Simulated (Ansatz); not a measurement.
Ideal-gas functions of `[F][GeH]1[CH2][NH]1` at 400 K and 1 bar, from an Ansatz frequency run at PBE0-D4/def2-TZVP.

Molar mass 121.66 g/mol, point group C1 (symmetry number 1), electronic degeneracy 1, moments of inertia 47.496, 125.312, 134.647 u Å². Harmonic wavenumbers (cm⁻¹, unscaled): 194, 207, 471, 565, 619, 682, 717, 729, 779, 981, 994, 1095, 1242, 1461, 2237, 3100, 3184, 3572.

Use S(trans) = R[1.5 ln M + 2.5 ln T − 1.1517]; rotational temperatures θ = 24.2544 K / I; S(rot) = R[ln(√π/σ · √(T³/θAθBθC)) + 1.5]; for each mode x = 1.438777 ν̃/T, S = R[x/(eˣ − 1) − ln(1 − e⁻ˣ)] and H = RT x/(eˣ − 1); 1 cm⁻¹ = 0.0119627 kJ/mol; R = 8.31446 J/(mol·K).

By hand: the entropy, in J/(mol·K).

Translation 174.8. Rotation: θ = 0.5107, 0.1936, 0.1801 K, giving 108.7. Vibration, mode by mode: 11.47, 10.96, 4.86, 3.72, 3.19, 2.67, 2.42, 2.33, 2.03, 1.13, 1.09, 0.81, 0.53, 0.27, 0.02, 0.00, 0.00, 0.00, in all 47.5. Electronic 0.0. Sum 331.0 J/(mol·K).

By hand: H − E and G − E in kJ/mol, counted from the electronic energy.

Zero-point energy ½ × 22829 × 0.0119627 = 136.5; thermal vibration 11.7; translation, rotation and pV give 4 RT = 13.3. H − E = 161.5 kJ/mol, and G − E = 161.5 − 400 × 331.0/1000 = 29.1 kJ/mol.

Vibration gives 14 % of the entropy. The sum counts one conformer and one mirror image; others add a mixing term.
